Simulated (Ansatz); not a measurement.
The input (input.yaml):

```yaml
crystal:
  periodic: [false, false, false]
  atoms:
    - { symbol: B, position_ang: [-0.035184, 0.362731, 0.052158] }
    - { symbol: Cl, position_ang: [-0.085798, 0.728272, 1.782151] }
    - { symbol: H, position_ang: [1.021055, 0.17738, -0.5081] }
    - { symbol: F, position_ang: [-1.173044, 0.338893, -0.61669] }
    - { symbol: Br, position_ang: [0.153901, -3.094283, 0.955398] }
    - { symbol: H, position_ang: [0.16137, -2.026592, 1.918384] }
basis:
  gaussian: { orbitals: def2-SVP }
hamiltonian:
  xc: pbe
neb:
  order_check: false
  images: 7
  f_tol: 0.05
  max_iterations: 60
  final_atoms:
    - { symbol: B, position_ang: [0.00182566, -0.53204879, -0.42738513] }
    - { symbol: Cl, position_ang: [0.0288406, 0.29830533, 2.70975017] }
    - { symbol: H, position_ang: [1.03835188, 0.07898066, -0.54381902] }
    - { symbol: F, position_ang: [-1.15932926, 0.02947104, -0.70307589] }
    - { symbol: Br, position_ang: [0.03167174, -2.40578566, 0.05435286] }
    - { symbol: H, position_ang: [0.10093939, -0.98252158, 2.49347802] }
  initial_path:
    images:
      - { positions_ang: [[-0.035184, 0.362731, 0.052158], [-0.085798, 0.728272, 1.782151], [1.021055, 0.17738, -0.5081], [-1.173044, 0.338893, -0.61669], [0.153901, -3.094283, 0.955398], [0.16137, -2.026592, 1.918384]] }
      - { positions_ang: [[-0.02564525, 0.27440423, 0.04145866], [-0.06233278, 0.53980724, 1.89138261], [1.02380849, 0.13584483, -0.52808956], [-1.16518678, 0.26125022, -0.62446426], [0.13692593, -2.87599958, 0.89450412], [0.13473039, -1.84890594, 1.90850943]] }
      - { positions_ang: [[-0.0161065, 0.18607746, 0.03075932], [-0.03886756, 0.35134248, 2.00061421], [1.02656199, 0.09430966, -0.54807911], [-1.15732957, 0.18360745, -0.63223852], [0.11995087, -2.65771616, 0.83361024], [0.10809077, -1.67121989, 1.89863487]] }
      - { positions_ang: [[-0.00656775, 0.09775069, 0.02005998], [-0.01540234, 0.16287772, 2.10984582], [1.02931548, 0.05277449, -0.56806867], [-1.14947235, 0.10596467, -0.64001278], [0.1029758, -2.43943274, 0.77271635], [0.08145116, -1.49353383, 1.8887603]] }
      - { positions_ang: [[0.002971, 0.00942392, 0.00936064], [0.00806288, -0.02558704, 2.21907743], [1.03206898, 0.01123932, -0.58805823], [-1.14161513, 0.0283219, -0.64778704], [0.08600073, -2.22114931, 0.71182247], [0.05481154, -1.31584777, 1.87888573]] }
      - { positions_ang: [[0.00268466, -0.12594426, -0.09982581], [0.01325731, 0.05538605, 2.34174561], [1.0336397, 0.02817465, -0.57699843], [-1.14604367, 0.02860918, -0.66160926], [0.07241848, -2.2673084, 0.54745507], [0.06634351, -1.23251622, 2.03253381]] }
      - { positions_ang: [[0.00239833, -0.26131244, -0.20901225], [0.01845174, 0.13635915, 2.4644138], [1.03521043, 0.04510999, -0.56593862], [-1.1504722, 0.02889647, -0.67543147], [0.05883623, -2.31346749, 0.38308767], [0.07787547, -1.14918468, 2.18618188]] }
      - { positions_ang: [[0.00211199, -0.39668061, -0.31819869], [0.02364617, 0.21733224, 2.58708198], [1.03678116, 0.06204532, -0.55487882], [-1.15490073, 0.02918376, -0.68925368], [0.04525398, -2.35962657, 0.21872026], [0.08940743, -1.06585313, 2.33982995]] }
      - { positions_ang: [[0.00182566, -0.53204879, -0.42738513], [0.0288406, 0.29830533, 2.70975017], [1.03835188, 0.07898066, -0.54381902], [-1.15932926, 0.02947104, -0.70307589], [0.03167174, -2.40578566, 0.05435286], [0.10093939, -0.98252158, 2.49347802]] }
```

Run as:

```bash
$ ansatz run input.yaml --threads 2 --pin off --max-ram 3072MiB --backend cpu --events-out ev --progress --plain --runs-dir out
```

Hardware: 2 threads of Arm Neoverse V2, on a shared host.

**Question.** Roughly how long does this run take, and how much memory?

**Answer.** 4.6 min, with a peak of 0.14 GiB, for 42 band iterations.
